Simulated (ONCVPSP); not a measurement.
**Before and after: ONCV potential for Lu**

- Element: Lu (Z = 71)
- Generator: ONCVPSP 4.0.1
- Type: optimised norm-conserving Vanderbilt (ONCV)
- Functional: PBE
- Relativity: scalar-relativistic
- Frozen core: [Kr] 4d10
- Valence charge: 25
- Reference configuration: 4f14 5s2 5p6 5d1 6s1.75 6p0.25
- Partial waves: 5s+6s: rc 2.10 bohr, ncon 5, nbas 8, qcut 4.5 1/bohr, 2 projectors; 5p+6p: rc 2.40 bohr, ncon 3, nbas 6, qcut 5.8 1/bohr, 2 projectors; 5d: rc 2.85 bohr, ncon 3, nbas 8, qcut 6 1/bohr, 2 projectors, debl 1.1 Ha; 4f: rc 0.65 bohr, ncon 5, nbas 9, qcut 30.1 1/bohr, 2 projectors, debl 2.5 Ha
- Local potential: polynomial inside 0.50 bohr (lpopt 1, dvloc0 4 Ha)
- Core correction: none

Change: p: rc 1.72.

Cutoffs: the cutoffs (Ha) at which the residual kinetic energy of the hardest occupied pseudo-wave falls to 1 and 0.1 mHa per electron; they do not see the model core or the augmentation charge, which bear on the density cutoff. Errors are all-electron minus pseudo energies relative to the spin-unpolarised reference configuration.

**Question.** How do hardness, ghosts and transferability respond?

**Answer.** The potential gets neither clearly harder nor softer (344 Ha and 384 Ha → 344 Ha and 384 Ha); both files keep a bound ghost (d, f, p, s); the number of tests with a reliable result goes from 4 to 3; the errors of the 3 common tests hardly move.

```csv
quantity,base,changed
"cutoff, loose",344 Ha,344 Ha
"cutoff, tight",384 Ha,384 Ha
loose cutoff by channel,"s 11 Ha, p 9.8 Ha, d 9.5 Ha, f 344 Ha","s 11 Ha, p 9.1 Ha, d 9.5 Ha, f 344 Ha"
bound ghosts,"s, p, d, f","s, p, d, f"
GHOST(+) flags under 300 eV,s at 85.7 eV,s at 85.7 eV
tests with a reliable result,4 of 4,3 of 4
"error for 4f14 5s2 5p6 5d1 6s1 6p0, meV [ΔE 6.53 eV]",-1.9,-1.9
"error for 4f14 5s2 5p6 5d1 6s0 6p0, meV [ΔE 19.81 eV]",-7.4,-7.6
"error for 4f14 5s1 5p6 5d1 6s2 6p0, meV [ΔE 66.23 eV]",-139,-155
s: phases at 2.14 bohr within 0.05 rad from the reference energy up to (Ha; the scan ends near 5),2.7,2.7
d: phases at 2.90 bohr within 0.05 rad from the reference energy up to (Ha; the scan ends near 5),4.2,4.2
f: phases at 0.66 bohr within 0.05 rad from the reference energy up to (Ha; the scan ends near 5),to the end of the scan,to the end of the scan
```

 A true bound ghost makes a file unfit for plane-wave use even where its test errors are small: the radial tests pick states by their node count and pass the ghost by.
